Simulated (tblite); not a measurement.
Species: C4H8FS2 (doublet state).
Structure used (GFN2-xTB), in Å, numbered top down from 1:
```
atom  x, y, z in Å
C1     2.4511   -0.1524   -0.5278
S2     1.4896    0.2571    0.9567
C3    -0.0396   -0.6762    0.6156
C4    -0.8903    0.0255   -0.4161
S5    -2.4896   -1.1245   -0.5968
C6    -1.3068    1.3332   -0.0339
F7    -1.7416    2.1782   -0.9804
H8     2.5515   -1.2313   -0.6054
H9     3.4268    0.3029   -0.3964
H10    1.9707    0.2586   -1.4107
H11    0.2261   -1.6821    0.2929
H12   -0.5661   -0.7317    1.5676
H13   -0.4745   -0.0128   -1.4222
H14   -3.0450   -0.3664   -1.5377
H15   -1.5666    1.6299    0.9671
```

Calculated harmonic vibrations of the isolated species, GFN2-xTB (tblite), most abundant isotopes, no scaling. The method is semi-empirical: single wavenumbers can be off by several per cent or more. Modes of hydrogen on sulfur can be 10 to 20 % off. One conformer, not necessarily the lowest. Open shells enter through the occupations alone, without spin polarisation, and single modes of such species can be off by tens of per cent.

Harmonic wavenumbers (cm⁻¹): 26.6, 68.5, 94.3, 131.4, 155.3, 174.4, 193.6, 228.0, 284.0, 316.4, 457.3, 493.0, 524.9, 710.0, 733.1, 765.4, 829.0, 941.5, 943.0, 1015.5, 1077.9, 1118.0, 1143.1, 1190.5, 1217.2, 1239.5, 1316.2, 1377.5, 1431.4, 1444.4, 1452.6, 2454.0, 2980.6, 2992.4, 3010.1, 3024.4, 3031.5, 3066.9, 3121.7.

A = 2359, B = 983.6, C = 797.3 MHz; mass 139.005 u (most abundant isotopes); point group C1, symmetry number 1; spin multiplicity 2.

Problem. What is the zero-point energy?

Solution. ½Σν̃ = 23388 cm⁻¹ = 279.78 kJ/mol.

Problem. Entropy at 500 K, 1 bar (ideal gas, RRHO, classical rotation)?

Solution. Translation 181.14, rotation 130.05, vibration 210.80, spin (R ln 2) 5.76: S = 527.8 J/(mol K).

Problem. And Cp and H(500 K) − H(0)?

Solution. Cp = 206.42 J/(mol K), of which vibrations give 173.17 (their classical limit is 39 R = 324.3); H(500 K) − H(0) = 66.43 kJ/mol without the zero-point energy, 49.80 from vibrations.

Problem. Which modes carry the vibrational entropy at 500 K?

Solution. 26.6 cm⁻¹: 29.68; 68.5 cm⁻¹: 21.83; 94.3 cm⁻¹: 19.18; 131.4 cm⁻¹: 16.45; 155.3 cm⁻¹: 15.08; 174.4 cm⁻¹: 14.13 J/(mol K); the other 33 give 94.44 together.

Problem. How do the functions run with temperature in this model?

Solution. 
```json
{"T (K)": "50", "S (J/(mol K))": "259.3", "Cp (J/(mol K))": "59.8", "H − H(0) (kJ/mol)": "2.24", "G − H(0) (kJ/mol)": "-10.73", "ln q(vib)": "0.89"}
{"T (K)": "100", "S (J/(mol K))": "309.7", "Cp (J/(mol K))": "86.7", "H − H(0) (kJ/mol)": "5.95", "G − H(0) (kJ/mol)": "-25.02", "ln q(vib)": "2.40"}
{"T (K)": "298.15", "S (J/(mol K))": "435.4", "Cp (J/(mol K))": "152.4", "H − H(0) (kJ/mol)": "29.91", "G − H(0) (kJ/mol)": "-99.91", "ln q(vib)": "8.25"}
{"T (K)": "373.15", "S (J/(mol K))": "472.0", "Cp (J/(mol K))": "174.6", "H − H(0) (kJ/mol)": "42.18", "G − H(0) (kJ/mol)": "-133.96", "ln q(vib)": "10.23"}
{"T (K)": "750", "S (J/(mol K))": "620.4", "Cp (J/(mol K))": "250.0", "H − H(0) (kJ/mol)": "123.91", "G − H(0) (kJ/mol)": "-341.38", "ln q(vib)": "19.00"}
{"T (K)": "1000", "S (J/(mol K))": "696.5", "Cp (J/(mol K))": "278.5", "H − H(0) (kJ/mol)": "190.20", "G − H(0) (kJ/mol)": "-506.27", "ln q(vib)": "24.00"}
```

q(vib) and H(0) count from the zero-point level.

Hindered rotation and anharmonicity are outside this model. Other conformers, if any are populated, would add a mixing term that is left out. The structure is chiral; the term R ln 2 for an equal mix with its mirror image is left out.
